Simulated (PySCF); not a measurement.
GdH3(H2O): from a saddle point downhill

PySCF 2.14.0, RKS PBE0, Gd lcecp-1-SVP with ECP53, H def2-SVP, O def2-SVP; non-relativistic Hamiltonian with scalar-relativistic core potentials where named; density fitting; no spin-orbit coupling. Relaxed within the symmetry of its start, the geometry (Cs) is

```xyz
7

Gd    0.1300   -0.1453    0.1453
H     1.0212    1.5089    0.9777
H    -0.9785   -1.3618    1.3618
H     1.0212   -0.9777   -1.5089
O    -1.2021    1.2751   -1.2751
H    -1.1800    2.2325   -1.1333
H    -1.1800    1.1333   -2.2325
```

and its lowest harmonic modes are -110, 117, 204, 224, 327, 371 cm⁻¹ (negative: unstable). It was moved along the lowest mode and relaxed again.

Task: Where does it end, and how much lower?

Result: In C1, 0.065 eV lower, after 23 steps:
```xyz
7

Gd    0.0502   -0.2447   -0.0369
H     0.4125    1.8092    0.3170
H    -0.8998   -1.3048    1.4167
H     1.4440   -1.2559   -1.1237
O    -1.2666    1.2602   -1.2588
H    -0.6726    1.8916   -0.7123
H    -1.4360    1.6544   -2.1221
```

Task: How do the contacts change?

Result: 
| contact | saddle (Å) | end (Å) |
| --- | --- | --- |
| Gd1–H2 (H) | 2.055 | 2.115 |
| Gd1–H3 (H) | 2.047 | 2.034 |
| Gd1–H4 (H) | 2.055 | 2.036 |
| Gd1–O5 (H2O) | 2.410 | 2.343 |
Short contacts between ligands at the end: H2···H6 1.50 Å.

Task: Is the end a minimum?

Result: Yes; lowest modes 171, 222, 269, 286, 437, 522 cm⁻¹.

An lcecp potential fixes the number of 4f electrons, so in runs with it no electron can move into or out of that shell.

State: singlet in the valence, with the 4f electrons in the core potential.
